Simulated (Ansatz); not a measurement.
Relaxation of C₂H₈BN (12 atoms, charge 0, multiplicity 1), to a largest force component of 0.015 eV/Å in at most 40 steps.

All numbers below come from RHF/def2-SVP (Ansatz).

```xyz
12
Properties=species:S:1:pos:R:3:forces:R:3
C -1.759 0.648 0.046 -2.05 3.00 -0.66
B -0.268 0.594 0.383 1.46 -1.61 0.40
N 0.382 -0.768 0.451 2.68 1.01 2.19
C 1.579 -0.832 -0.511 -3.38 -0.86 0.62
H -2.394 0.135 0.779 0.22 -0.18 -0.18
H -1.989 0.263 -0.967 0.22 -0.17 0.53
H -2.096 1.759 0.029 0.28 -1.88 0.04
H 0.394 1.600 0.584 -0.10 -0.20 -0.08
H 0.835 -0.832 1.463 -1.50 0.12 -3.08
H 2.278 -0.062 -0.284 0.97 0.60 -0.15
H 1.982 -1.837 -0.414 0.40 0.16 -0.19
H 1.133 -0.723 -1.526 0.80 0.01 0.57
```

**Question.** Where does it end, and by what steps?

**Answer.** The run converged. The force dipped under the threshold on the way, but the program's further checks kept it going. After 20 steps the energy has fallen by 1.817 eV; H8 moved furthest, 1.85 Å.

| step | energy less start (eV) | largest force component (eV/Å) | accepted |
| --- | --- | --- | --- |
| 0 | 0.0000 | 3.382 | yes |
| 1 | -0.4935 | 1.392 | yes |
| 2 | -0.5499 | 0.733 | yes |
| 3 | -0.5862 | 0.214 | yes |
| 4 | -0.6626 | 0.309 | yes |
| 5 | -0.7919 | 1.244 | yes |
| 6 | -0.9898 | 1.924 | yes |
| 7 | -1.2508 | 2.102 | yes |
| 8 | -1.4898 | 1.870 | yes |
| 9 | -1.6385 | 1.249 | yes |
| 10 | -1.7300 | 0.329 | yes |
| 11 | -1.7564 | 0.260 | yes |
| 12 | -1.7889 | 0.307 | yes |
| 13 | -1.7838 | 0.639 | no |
| 14 | -1.8044 | 0.076 | yes |
| 15 | -1.8128 | 0.141 | yes |
| 16 | -1.8064 | 0.303 | no |
| 17 | -1.8164 | 0.008 | yes |
| 18 | -1.8167 | 0.071 | yes |
| 19 | -1.8165 | 0.093 | no |
| 20 | -1.8173 | 0.009 | yes |

```xyz
12
Properties=species:S:1:pos:R:3
C -1.853 0.712 0.296
B -0.390 0.499 -0.284
N 0.470 -0.479 0.213
C 1.816 -0.766 -0.219
H -2.125 0.011 1.089
H -2.595 0.625 -0.504
H -1.953 1.727 0.694
H 0.011 1.198 -1.183
H 0.150 -1.066 0.957
H 2.539 -0.629 0.590
H 1.914 -1.792 -0.583
H 2.091 -0.095 -1.031
```

Whether the end is a true minimum wasn't checked by a vibrational analysis.

Run time: 120 s on 1 thread of Intel(R) Xeon(R) Processor @ 2.50GHz (Skylake/Cascade Lake), with other jobs on the host, peak memory 0.18 GiB.
